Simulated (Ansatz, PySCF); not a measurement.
Process, species as SMILES: CC(C)N([SiH3])[SiH3] + 5 [H][H] (H2) → 3 C (CH4) + N (NH3) + 2 [SiH4] (SiH4)
Geometries: B3LYP-D3(BJ)/def2-TZVP minima from Ansatz (a first-principles code), one conformer each, not searched for the lowest. Frequencies are from Ansatz or PySCF.
Geometry of the first species:
```
N
C 1 1.4880
H 2 1.0966 1 106.99
C 2 1.5258 3 106.89 1 120.00
H 4 1.0902 2 110.94 3 -61.96
H 4 1.0912 5 108.59 2 -121.43
H 4 1.0931 5 108.20 6 -116.29
C 2 1.5277 3 107.58 1 -119.66
H 8 1.0903 2 110.64 3 61.48
H 8 1.0913 9 108.16 2 -121.45
H 8 1.0920 9 108.39 10 -116.98
Si 1 1.7292 2 114.73 3 -16.68
Si 1 1.7323 2 120.94 3 163.70
H 13 1.4780 1 107.67 2 165.35
H 12 1.4782 1 109.11 2 179.89
H 13 1.4838 14 109.46 1 120.92
H 13 1.4848 14 108.53 16 116.24
H 12 1.4858 15 109.62 1 121.27
H 12 1.4863 15 109.46 18 116.67
```

Quantity: energy of full hydrogenation (enthalpy at 298 K, with B3LYP-D3(BJ) rigid-rotor harmonic-oscillator terms), in eV. Valence correlation only, unless marked. No spin-orbit coupling. Non-relativistic. Basis-set limits of correlation are two-point, X^-3; Hartree-Fock from the larger set. [CCSD(T)-MP2]/basis is that difference in the basis named.

```tsv
level	program	energy of full hydrogenation (eV)	minus last row
HF/6-31G*	Ansatz	-2.25	-1.16
revPBE-D4/def2-TZVPD	Ansatz + dftd4	-0.83	0.26
PBE0/def2-TZVPD	Ansatz	-1.54	-0.45
wB97X/def2-TZVPD	Ansatz	-1.46	-0.37
MP2/aug-cc-pV(T+d)Z	Ansatz	-0.86	0.23
CCSD(T)/cc-pV(T+d)Z	Ansatz	-1.15	-0.06
RI-MP2/CBS(aug-cc-pV(T+d)Z,aug-cc-pV(Q+d)Z)+[CCSD(T)-MP2]/aug-cc-pV(T+d)Z	Ansatz	-1.09	0.00
```
